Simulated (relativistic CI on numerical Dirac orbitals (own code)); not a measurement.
**Hyperfine structure of Ir VII, mass number 191**

Calculated at this level of theory: Dirac-Coulomb-Breit CI, KLI orbitals optimised for each configuration, QED by a radiative potential, unscaled Slater integrals (own radial code, finite nucleus).

Configurations in the expansion (outside the closed core [Kr] 4d10 4f14 5s2): 5p⁶5d³, 5p⁶5d²6s, 5p⁶5d²5f, 5p⁶5d²6p, 5p⁵5d⁴, 5p⁶5d²5g, 5p⁶5d²6d, 5p⁶5d6s6p, 5p⁶5d²7s, 5p⁶5d²7p, 5p⁶5d²6f, 5p⁶5d²7d, 5p⁶5d6s², 5p⁶5f6s², 5p⁶6s²6p, 5p⁶5g6s², 5p⁶6s²6d, 5p⁶5d5f², 5p⁶5f²6s, 5p⁶5f³, 5p⁶5f²6p, 5p⁶5f²5g, 5p⁶5f²6d, 5p⁶5d5g², 5p⁶5g²6s, 5p⁶5f5g², 5p⁶5g²6p, 5p⁶5g³, 5p⁶5g²6d. Double excitations out of closed p, d and f shells are left out; levels of such configurations are missing from the list, as are those of other unlisted configurations, and high levels can miss mixing partners. These lack a partner that the ground configuration has and come out too high: 5p⁶5d²7s, 5p⁶5d²7p, 5p⁶5d²6f, 5p⁶5d²7d.

Nuclear spin I = 3/2, μ = 0.1502 μN, Q = 0.816 b (tables of Stone and Pyykkö). The electronic factors are computed for point nuclear moments, without core polarisation or the Bohr-Weisskopf and QED corrections.

| Level | E (eV) | A (MHz) | B (MHz) |
| --- | --- | --- | --- |
| 5p⁶5d³ ⁴F3/2 | 0.0000 | 254.4 | -774 |
| 5p⁶5d³ ⁴F5/2 | 0.8998 | 144.8 | -605 |
| 5p⁶5d³ ⁴F7/2 | 1.6485 | 127 | -489 |
| 5p⁶5d³ ⁴F9/2 | 2.1706 | 138.2 | -118 |
| 5p⁶5d³ ⁴P1/2 | 2.5616 | -131.7 |  |
| 5p⁶5d³ ²G7/2 | 3.4492 | 155.7 | 658 |
| 5p⁶5d³ ²H9/2 | 3.5956 | 140.9 | 1280 |
| 5p⁶5d³ ⁴P5/2 | 3.7195 | 40.59 | 1170 |

Levels with J = 0, under 50 % of one LS term, or S terms without an open s electron are left out. Small factors come from cancelling terms and can be off by tens of per cent or more.

At this charge configurations can still be misplaced by up to about 7 % of their energy. Terms inside the open d or f shell come out 10 to 20 % too wide with unscaled integrals. Levels and lines within the n = 5 or 6 shells can be off by up to 10 % or somewhat more, and those that change n by about 2 %, since core polarisation is missing.

(1) Give the hyperfine levels of 5p⁶5d³ ⁴F3/2 relative to its centre of gravity.

Results:

(1) With K = F(F + 1) − I(I + 1) − J(J + 1), E = AK/2 + B[¾K(K + 1) − I(I + 1)J(J + 1)]/[2I(2I − 1)J(2J − 1)]: F = 0: -1922, F = 1: -893.1, F = 2: 389.9, F = 3: 378.8 MHz.

LS names give the leading component of a level, which can be under half, so a name can repeat, a term be missing and a line seem to break the LS rules.
